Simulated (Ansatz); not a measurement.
Coupled-cluster diagnostics for GeH(OMe)3 (C₃H₁₀GeO₃), Ansatz.

Geometry of the singlet (B3LYP-D4/def2-SVP):

```tsv
atom	x (Å)	y (Å)	z (Å)
Ge1	-0.966	-0.060	-0.383
H2	-2.128	-0.107	-1.381
O3	-1.025	-1.307	0.866
C4	-0.157	-2.423	0.923
H5	-0.561	-3.276	0.348
H6	-0.067	-2.736	1.977
H7	0.850	-2.193	0.536
O8	-1.068	1.518	0.411
C9	-0.264	1.818	1.537
H10	-0.600	2.783	1.952
H11	0.805	1.912	1.268
H12	-0.354	1.049	2.325
O13	0.631	-0.273	-1.142
C14	1.114	0.639	-2.105
H15	0.495	0.648	-3.024
H16	2.134	0.334	-2.391
H17	1.160	1.674	-1.717
```

Correlated methods freeze 15 core orbitals; core or outer-core shells of Ge are correlated, in sets that lack core-valence functions.

Task: Estimate the CCSD(T) correlation energy, the shares of MP2 and (T), T1 and the reference's ⟨S²⟩ for: charge 0, singlet, own geometry in def2-SVP; and the rough time on 4 threads of Intel Xeon on a shared host.

Result: 
```
                          state     basis  correlation (eV)  MP2 share (%)  (T) share (%)     T1  ⟨S²⟩ (pure)  wall time
charge 0, singlet, own geometry  def2-SVP           -35.327           93.2            2.6  0.012  0.00 (0.00)       97 s
```
Customary marks for T1 are 0.02 (closed shells), 0.045 (open shells) and about 0.05 (3d metals). T1 stays under 0.02 throughout.
